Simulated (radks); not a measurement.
The numbers below are computed, except where a source is named.
Mean orbital radii <r> (bohr) of neutral zinc, [Ar] 3d10 4s2, at several levels of relativity; Dirac values are averaged over j with weights 2j + 1. Spin-unpolarised spherical Kohn-Sham, PBE, point nucleus unless stated (finite: rms radius 3.9283 fm), a radial shooting solver on a logarithmic mesh with Libxc functionals. A level marked "c x" has the speed of light scaled by that factor.

shell  non-rel.  scalar-rel., finite nucleus    Dirac  Dirac, c x 10  change of magnitude, last against first (%)
1s      0.05111                      0.05031  0.05031        0.05110                                        -0.02
2s       0.2298                       0.2262   0.2260         0.2297                                        -0.02
2p       0.1997                       0.1983   0.1982         0.1997                                        -0.01
3s       0.6916                       0.6810   0.6809         0.6915                                        -0.02
3p       0.7180                       0.7133   0.7132         0.7180                                        -0.01
3d       0.9051                       0.9115   0.9116         0.9052                                        +0.01
4s        2.702                        2.655    2.655          2.702                                        -0.02
